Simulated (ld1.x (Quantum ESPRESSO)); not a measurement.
## Pseudopotential generation for oxygen: ultrasoft, PBEsol, scalar-relativistic.

ld1.x (Quantum ESPRESSO) 7.5 was run on this input:

```
&input
   title='O', zed=8., rel=1, dft='PBESOL', iswitch=3,
   config='[He] 2s1 2p5',
   nld=2, rlderiv=1.60, eminld=-4.0, emaxld=5.0, deld=0.02
 /
 &inputp
   pseudotype=3, tm=.true., lloc=-2, rcloc=0.65,
   nlcc=.true., rcore=0.60,
   which_augfun='PSQ', rmatch_augfun=0.60,
   file_pseudopw='O.UPF', file_wfcaegen='ae.wfc', file_wfcncgen='nc.wfc', file_beta='beta', file_chi='chi', file_wfcusgen='us.wfc'
 /
4
2S  1  0   1.00   0.00  0.65  0.80  0.0
2S  1  0   0.00  -0.50  0.65  0.80  0.0
2P  2  1   5.00   0.00  1.25  1.45  0.0
2P  2  1   0.00   0.20  1.25  1.45  0.0
 &test
   configts(1)='2s1 2p5'
 /
```

Command:

```bash
ld1.x < O.in > O.out
```

Resulting log (shortened: banner, matrices, multipoles, cross overlaps and the repeated all-electron block are left out):

```
Program LD1 v.7.5
     --------------------------- All-electron run ----------------------------

     O
     scalar relativistic calculation

     atomic number is  8.00
     dft =PBESOL   lsd =0 sic =0 latt =0  beta=0.20 tr2=1.0E-14
     Exchange-correlation= PBESOL
                           (   1   4  10   8   0   0   0)
     mesh =1095 r(mesh) =  99.04343 a.u. xmin = -7.00 dx = 0.01250
     1 Ry =  13.60569312 eV, c = 137.03599908

     n l     nl                  e(Ry)          e(Ha)          e(eV)
     1 0     1S 1( 2.00)       -37.7388       -18.8694      -513.4628
     2 0     2S 1( 1.00)        -1.7840        -0.8920       -24.2732
     2 1     2P 1( 5.00)        -0.6908        -0.3454        -9.3990

     final scf error:  9.2E-15 reached in  23 iterations

     Etot =    -148.406165 Ry,     -74.203082 Ha,   -2019.168735 eV

     Ekin =     148.125365 Ry,      74.062682 Ha,    2015.348256 eV
     Encl =    -353.086124 Ry,    -176.543062 Ha,   -4803.981446 eV
     Eh   =      72.439203 Ry,      36.219602 Ha,     985.585567 eV
     Exc  =     -15.884609 Ry,      -7.942304 Ha,    -216.121112 eV

     normalization and overlap integrals

     s(1S/1S) =  1.000000  <r> =   0.1999  <r2> =    0.0540  r(max) =   0.1298
     s(2S/2S) =  1.000000  <r> =   1.1406  <r2> =    1.5824  r(max) =   0.8677
     s(2P/2P) =  1.000000  <r> =   1.2579  <r2> =    2.1013  r(max) =   0.8151

     ------------------------ End of All-electron run ------------------------

     --------------------- Generating US pseudopotential ---------------------

      Generating local potential from pseudized AE potential:
      Matching radius rcloc =   0.6500
      Enforcing V''(0)=0 (lloc=-2)

      Local pseudo, rcloc= 0.651 Estimated cut-off energy=    69.36 Ry

      Computing core charge for nlcc:

       r > 0.60 : true rho core
       r < 0.60 : rho core = a sin(br)/r    a=   0.75  b=   4.59

      Integrated core pseudo-charge :   0.12
      Wfc-us  2S rcutus= 0.795  Estimated cut-off energy=    68.79 Ry
      Wfc-us  2S rcutus= 0.795  Estimated cut-off energy=    70.81 Ry
      Wfc-us  2P rcutus= 1.449  Estimated cut-off energy=    37.37 Ry
      Wfc-us  2P rcutus= 1.449  Estimated cut-off energy=    43.21 Ry

     Q pseudized with Bessel functions
     Expected ecutrho=     652.4770 due to l1=  1   l2=  1

     ------------------- End of pseudopotential generation -------------------

     Computing logarithmic derivative in   1.59094
     Computing logarithmic derivative in   1.59094
     Computing the partial wave expansion
     R is outside the sphere for l=    0 j= 0.00
     R is outside the sphere for l=    0 j= 0.00
     R is outside the sphere for l=    1 j= 0.00
     R is outside the sphere for l=    1 j= 0.00

     ---------------------- Testing the pseudopotential ----------------------

     O
     scalar relativistic calculation

     atomic number is  8.00   valence charge is  6.00
     dft =PBESOL   lsd =0 sic =0 latt =0  beta=0.20 tr2=1.0E-14
     mesh =1095 r(mesh) =  99.04343 xmin = -7.00 dx = 0.01250

     n l     nl             e AE (Ry)        e PS (Ry)    De AE-PS (Ry)
     1 0     2S   1( 1.00)       -1.78405       -1.78408        0.00004
     2 1     2P   1( 5.00)       -0.69081       -0.69082        0.00000

     eps = 3.1E-16  iter =  4

     Etot =    -148.406165 Ry,     -74.203082 Ha,   -2019.168735 eV
     Etotps =   -30.603529 Ry,     -15.301764 Ha,    -416.382222 eV

     Ekin =      15.011763 Ry,       7.505881 Ha,     204.245437 eV
     Encl =     -74.949022 Ry,     -37.474511 Ha,   -1019.733392 eV
     Ehrt =      27.105626 Ry,      13.552813 Ha,     368.790825 eV
     Ecxc =      -6.570133 Ry,      -3.285066 Ha,     -89.391210 eV
     (Ecc =      -0.106841 Ry,      -0.053420 Ha,      -1.453643 eV)
     Epseu=       8.798237 Ry,       4.399119 Ha,     119.706118 eV

     ---------------------- End of pseudopotential test ----------------------
```

Generation and configuration tests took about 0.87 s on one core of a shared server CPU.
